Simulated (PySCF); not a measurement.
CaF, SMILES [F][Ca+], charge +1. Atoms are numbered in the order given.

```xyz
2

Ca     0.0000     0.0000    -0.5852
F      0.0000     0.0000     1.3005
```
Charge +1, spin multiplicity 1.

The structure is a stationary point at B3LYP-D3(BJ)/def2-TZVPD. The spin state was assumed, not searched.

The numbers are results of TDA-PBE/def2-TZVPD run with PySCF, not measurements.

Vertical excitations; the highest root listed may be one member of a degenerate set. Isolated molecule, no solvent. State labels are in the subgroup C2v.

```tsv
state	symmetry	energy (eV)	λ (nm)	f	main pairs
S1	B2	5.51	225	0.006	HOMO→LUMO (degenerate set)
S2	B1	5.51	225	0.006	HOMO−1→LUMO (degenerate set)
S3	A1	5.69	218	0.008	HOMO−2→LUMO 100 %
S4	B2	6.43	193	0.000	HOMO−1→LUMO+2, HOMO→LUMO+1 (degenerate set)
S5	B1	6.43	193	0.000	HOMO→LUMO+2, HOMO−1→LUMO+1 (degenerate set)
S6	B2	6.50	191	0.004	HOMO→LUMO+1, HOMO−1→LUMO+2 (degenerate set)
S7	B1	6.50	191	0.004	HOMO−1→LUMO+1, HOMO→LUMO+2 (degenerate set)
S8	A1	6.65	186	0.000	HOMO−2→LUMO+1 (degenerate set)
S9	A2	6.65	186	0.000	HOMO−2→LUMO+2 (degenerate set)
S10	A2	7.01	177	0.000	HOMO→LUMO+3 50 %, HOMO−1→LUMO+4 50 %
T1	B2	5.46	227	0	HOMO→LUMO (degenerate set)
T2	B1	5.46	227	0	HOMO−1→LUMO (degenerate set)
T3	A1	5.59	222	0	HOMO−2→LUMO 100 %
T4	B2	6.40	194	0	HOMO→LUMO+1 50 %, HOMO−1→LUMO+2 50 %
```
Triplets are in the Tamm–Dancoff approximation.
